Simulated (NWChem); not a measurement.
System: AlSiH$_{3}$ClF; SMILES [F][Al]([SiH3])[Cl]

```xyz
7

Al    -0.3835    -0.1187     0.0018
Cl     0.8495    -1.8142    -0.0039
F     -2.0202    -0.4129    -0.0037
Si     0.4989     2.1454     0.0047
H     -0.5967     3.1512     0.1444
H      1.2308     2.3971    -1.2758
H      1.4643     2.3099     1.1352
```
Atoms are numbered in this order, from 1.

Level: PBE0/def2-SVP (NWChem), optimised geometry, unscaled harmonic frequencies. 

| frequency (cm⁻¹) | IR intensity (km/mol) |
|---|---|
| 15 | 0.1 |
| 100 | 3.0 |
| 183 | 36.5 |
| 193 | 27.2 |
| 355 | 1.7 |
| 463 | 0.1 |
| 470 | 11.1 |
| 578 | 159.6 |
| 848 | 202.9 |
| 879 | 60.4 |
| 927 | 53.0 |
| 929 | 37.6 |
| 2221 | 40.1 |
| 2231 | 64.1 |
| 2241 | 70.4 |

| Quantity | Result |
|---|---|
| zero-point energy | 18.1 kcal/mol |
| thermal correction to the enthalpy at 298.15 K (with zero-point energy) | 23.0 kcal/mol |
| heat capacity Cv | 20.9 cal/(mol K) |
| entropy at 298.15 K and 1 atm (symmetry number 1) | 86.7 cal/(mol K) |
| dipole moment | 1.68 D |

Rigid rotor and harmonic oscillator; modes under 100 cm⁻¹ make the entropy uncertain.
